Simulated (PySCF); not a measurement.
Correlation energy of As (arsenic, neutral)

[Ar] 3d10 4s2 4p3, high-spin 4S determinant. Computed with PySCF 2.14 in x2c-TZVPall (6s5p4d1f, 48 functions), with the spin-free X2C one-electron Hamiltonian (Gaussian nucleus). Frozen: [Ar] 3d10; 5 electrons correlated.

MP2 pair energies summed by pair of shells (mhartree):

```json
{"pair": "4s-4p", "energy": "-45.46", "share (%)": "64.8"}
{"pair": "4p-4p", "energy": "-15.17", "share (%)": "21.6"}
{"pair": "4s-4s", "energy": "-9.49", "share (%)": "13.5"}
```

Total MP2 correlation energy: -70.12 mhartree.

Same-spin part -19.00 and opposite-spin part -51.12 mhartree; SCS-MP2 scales them by 1/3 and 6/5 to -67.68 mhartree.

```
  level  correlation energy (mhartree)
   CCSD                         -84.02
    (T)                          -2.70
CCSD(T)                         -86.72
```

Diagnostics: T1 = 0.0030, D1 = 0.0079, largest double amplitude 0.052.

**Question.** Is a single reference adequate?

**Answer.** Yes, within this model without spin-orbit coupling: T1 lies below 0.03 and no double amplitude reaches 0.07.
